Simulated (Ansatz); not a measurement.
Ansatz (an electronic-structure program) input:
A basis named .json is the Basis Set Exchange file of that set.

Ansatz 0.2 input:
```yaml
crystal:
  periodic: [false, false, false]
  atoms:
    - {symbol: C, position_ang: [0.03298780, 0.00617551, -0.64515009]}
    - {symbol: N, position_ang: [-0.03068425, -0.00588839, 0.58046353]}
    - {symbol: H, position_ang: [0.91618859, 0.29402212, -1.22721340]}
    - {symbol: H, position_ang: [-0.89932567, -0.28985645, 1.03486925]}
basis:
  gaussian:
    orbitals: def2-TZVPP
    fitting: {mean_field: def2-universal-jkfit, correlation: def2-TZVPP-RIFIT.json}
magnetization: {spin_polarized: true, initial_magnetization: 1}
correlation: {method: mp2, electrons: outside_noble_gas}
```

**Question.** Predict the final energy.

**Answer.** -93.77525 Eh (RI-MP2/def2-TZVPP). The basis has 90 functions.

It need not be the lowest isomer of its formula.
